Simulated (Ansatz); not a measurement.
`[CH3][Zr]([CH3])([CH3])[NH2]` at its PBE0-D4/def2-TZVP geometry, where that method's forces vanish. Total charge 0; spin multiplicity 1. Zr: def2 effective core potential.

```csv
atom,x (Å),y (Å),z (Å)
C1,1.725,-1.147,-0.375
Zr2,-0.071,0.153,-0.141
C3,0.257,1.431,1.649
C4,-1.805,-1.217,0.119
N5,-0.254,1.250,-1.834
H6,2.640,-0.565,-0.536
H7,1.871,-1.750,0.532
H8,1.627,-1.839,-1.219
H9,0.251,2.502,1.412
H10,1.230,1.200,2.104
H11,-0.512,1.259,2.413
H12,-2.437,-0.901,0.959
H13,-1.448,-2.232,0.341
H14,-2.444,-1.281,-0.769
H15,0.065,2.201,-1.968
H16,-0.694,0.937,-2.690
```

(1) For each bond, give half the difference of the two atoms' forces along it (eV/Å; positive pushes the atoms apart) under PBE-D4, r2SCAN-D4, B3LYP-D4, ωB97M-V in def2-TZVPP. (An estimate is asked.)

Results:

(1) Computed: 
```
  bond  length (Å)  PBE-D4  r2SCAN-D4  B3LYP-D4  ωB97M-V
C1–Zr2       2.229   -0.03       0.02      0.11     0.00
 C1–H6       1.096    0.12      -0.02     -0.06    -0.04
 C1–H7       1.099    0.13      -0.01     -0.06    -0.06
 C1–H8       1.096    0.11      -0.02     -0.06    -0.04
Zr2–C3       2.223   -0.10      -0.01      0.09     0.05
Zr2–C4       2.225   -0.08       0.00      0.09     0.04
 C3–H9       1.097    0.12      -0.02     -0.06    -0.05
C3–H10       1.098    0.12      -0.02     -0.06    -0.05
C3–H11       1.098    0.12      -0.01     -0.06    -0.05
C4–H12       1.098    0.12      -0.01     -0.06    -0.05
C4–H13       1.098    0.12      -0.01     -0.06    -0.05
C4–H14       1.096    0.12      -0.02     -0.06    -0.05
N5–H15       1.012    0.25       0.01     -0.04    -0.02
N5–H16       1.012    0.24       0.01     -0.04    -0.02
```

B3LYP here is the variant with VWN-RPA as its local correlation; programs differ in this.
